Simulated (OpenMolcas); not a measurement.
# Ga I: effect of the basis set

- Program: OpenMolcas
- Method: SS-CASPT2, IPEA 0.25 Eh, imaginary shift 0.1 Eh (closed shells correlated: 3d)
- Active space: 3 electrons in 8 orbitals (4s 4p 5s 5p)
- State averaging: 2S+1 = 4 odd, 1 root (0 in the spin-orbit step); 2S+1 = 2 odd, 3 roots; 2S+1 = 4 even, 3 roots; 2S+1 = 2 even, 5 roots (0 in the spin-orbit step)
- Spin-orbit coupling: state interaction with AMFI integrals over the reference wave functions, term energies averaged over their components

A. ANO-RCC-VTZP [6s5p3d1f], DKH2, point nucleus; CASPT2 step of the order of 1 core-seconds
B. ANO-RCC-VQZP [7s6p4d2f1g], DKH2, point nucleus; CASPT2 step about 2.2 core-seconds
C. ANO-RCC [10s9p7d5f2g], DKH2, point nucleus; CASPT2 step of the order of 8 core-seconds

Energies in cm⁻¹ above 4s² 4p ²P°_1/2, the measured ground level; measured values from NIST Handbook of Basic Atomic Spectroscopic Data.

```tsv
Level	A	B	C	Measured
4s² 4p ²P°_1/2	0.0	0.0	0.0	0.0
4s² 4p ²P°_3/2	673	630	634	826
4s 4p² ⁴P_1/2	35744	36553	36889	
4s 4p² ⁴P_3/2	36035	36846	37182	
4s 4p² ⁴P_5/2	36522	37333	37668
```

Among A to C the level of the table that moves most is 4s 4p² ⁴P_5/2, by 1100 cm-1 (lowest in A, highest in C).

Some high roots are left out of the spin-orbit mixing, which shifts the levels that they would mix with. Active for correlation alone: 5p 5s; no level in the range computed is led by a configuration that fills them, so any true level of that kind is missing. Terms of s pⁿ other than that of highest spin mix with s² pⁿ⁻² d, which this space lacks; all of them can be thousands of cm-1 off, and some have no real level of that name. Only configurations of the active space appear.

° marks odd parity.
